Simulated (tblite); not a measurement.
Species: C5H7FO2Si.
Atom-mapped SMILES: `[CH2:1]=[C:2]1[O:3][SiH2:4][C:5]([F:6])=[CH:7][C@@H:8]1[OH:9]` (hydrogens: H10, H11 on C1; H12, H13 on Si4; H14 on C7; H15 on C8; H16 on O9)

Computed with GFN2-xTB (tblite), gas phase: L-BFGS steps from a force-field or distance-geometry start until the largest atomic force falls under 0.01 eV/Å.

Step 23: E = -785.4498 eV
```
atom  x, y, z in Å  |  force x, y, z in eV/Å
C1      2.1444   -1.1885   -0.0498   -0.029   0.021  -0.028
C2      0.9602   -0.6234   -0.2424   -0.038  -0.039   0.068
O3     -0.0989   -1.3840   -0.5982   -0.014   0.000   0.032
Si4    -1.6802   -1.0233   -0.4144    0.106   0.030   0.020
C5     -1.5629    0.4085    0.8232    0.051   0.023   0.059
F6     -2.5646    0.6800    1.6940   -0.053  -0.027  -0.027
C7     -0.4286    1.0905    0.9291    0.031   0.022  -0.036
C8      0.6821    0.8576   -0.0651    0.015  -0.055   0.014
O9      0.3138    1.3539   -1.3451    0.050  -0.042   0.018
H10     2.2590   -2.2500   -0.1865    0.018   0.046   0.001
H11     3.0160   -0.6288    0.2324   -0.060   0.042  -0.025
H12    -2.2750   -0.5857   -1.6694    0.002   0.018  -0.021
H13    -2.2287   -2.2228    0.2068   -0.024   0.050  -0.028
H14    -0.2905    1.8754    1.6613   -0.013  -0.051   0.021
H15     1.6003    1.3494    0.2868    0.007  -0.019  -0.062
H16     0.1461    2.3001   -1.2743   -0.050  -0.017  -0.007
```

Step 24: E = -785.4515 eV
```
atom  x, y, z in Å  |  force x, y, z in eV/Å
C1      2.1473   -1.1892   -0.0507   -0.017   0.027  -0.030
C2      0.9628   -0.6240   -0.2400   -0.051  -0.043   0.084
O3     -0.0969   -1.3862   -0.5895   -0.029  -0.015   0.020
Si4    -1.6778   -1.0214   -0.4160    0.039   0.044   0.003
C5     -1.5648    0.4124    0.8219    0.040  -0.023   0.050
F6     -2.5672    0.6820    1.6927   -0.044  -0.026  -0.034
C7     -0.4279    1.0885    0.9327    0.018   0.027  -0.050
C8      0.6808    0.8566   -0.0630    0.033  -0.055  -0.011
O9      0.3111    1.3493   -1.3439    0.025  -0.047  -0.005
H10     2.2650   -2.2505   -0.1862   -0.002   0.040  -0.005
H11     3.0201   -0.6301    0.2259   -0.042   0.066  -0.014
H12    -2.2682   -0.5792   -1.6757    0.033  -0.008   0.035
H13    -2.2370   -2.2180    0.2070    0.004   0.086  -0.055
H14    -0.2886    1.8702    1.6667   -0.003  -0.030   0.041
H15     1.5967    1.3538    0.2836    0.043  -0.020  -0.034
H16     0.1371    2.2948   -1.2771   -0.046  -0.025   0.005
```

Step 25: E = -785.4534 eV
```
atom  x, y, z in Å  |  force x, y, z in eV/Å
C1      2.1503   -1.1896   -0.0523    0.001   0.030  -0.024
C2      0.9647   -0.6256   -0.2355   -0.050  -0.034   0.080
O3     -0.0949   -1.3893   -0.5792   -0.036  -0.036   0.011
Si4    -1.6744   -1.0181   -0.4177   -0.049   0.056  -0.015
C5     -1.5662    0.4163    0.8215    0.019  -0.068   0.026
F6     -2.5711    0.6838    1.6906   -0.021  -0.021  -0.041
C7     -0.4268    1.0868    0.9359   -0.002   0.029  -0.041
C8      0.6799    0.8548   -0.0607    0.038  -0.029  -0.031
O9      0.3084    1.3433   -1.3427   -0.005  -0.046  -0.033
H10     2.2710   -2.2502   -0.1860   -0.017   0.024  -0.012
H11     3.0240   -0.6302    0.2182   -0.021   0.090  -0.002
H12    -2.2597   -0.5723   -1.6822    0.062  -0.029   0.085
H13    -2.2460   -2.2108    0.2060    0.028   0.112  -0.075
H14    -0.2865    1.8637    1.6736    0.013  -0.002   0.057
H15     1.5935    1.3582    0.2791    0.078  -0.027  -0.002
H16     0.1262    2.2880   -1.2801   -0.038  -0.047   0.018
```

Q: Estimate the geometry and energy of step 26. (The exact step hangs on the optimiser's Hessian estimate; all steps are aligned on step 25, rigid shifts and turns removed.)

A: E = -785.4563 eV, largest force 0.160 eV/Å
```
atom  x, y, z in Å  |  force x, y, z in eV/Å
C1      2.1548   -1.1896   -0.0552    0.021   0.031  -0.007
C2      0.9666   -0.6286   -0.2270   -0.035  -0.015   0.049
O3     -0.0928   -1.3945   -0.5628   -0.038  -0.056   0.007
Si4    -1.6698   -1.0119   -0.4202   -0.143   0.064  -0.033
C5     -1.5678    0.4211    0.8215   -0.003  -0.102  -0.009
F6     -2.5774    0.6862    1.6863    0.018  -0.014  -0.045
C7     -0.4253    1.0852    0.9404   -0.027   0.028  -0.012
C8      0.6792    0.8517   -0.0577    0.030   0.016  -0.044
O9      0.3037    1.3334   -1.3414   -0.041  -0.043  -0.058
H10     2.2792   -2.2495   -0.1861   -0.031   0.001  -0.021
H11     3.0295   -0.6289    0.2061   -0.001   0.115   0.011
H12    -2.2449   -0.5626   -1.6911    0.086  -0.045   0.123
H13    -2.2587   -2.1980    0.2028    0.048   0.123  -0.091
H14    -0.2831    1.8537    1.6853    0.034   0.028   0.061
H15     1.5903    1.3646    0.2719    0.107  -0.047   0.036
H16     0.1088    2.2767   -1.2843   -0.025  -0.084   0.034
```

The energy changes by -0.0029 eV. The first-order estimate −F·Δx gives -0.0038 eV and the mean of the old and new forces, exact on a quadratic surface, -0.0029 eV. The step makes an angle of 75° with the force vector and moves no atom by more than 0.021 Å.

What follows is the cost of the whole relaxation. On an Arm Neoverse V1 with one thread, no GPU (shared host), this took 0.57 s of wall time.
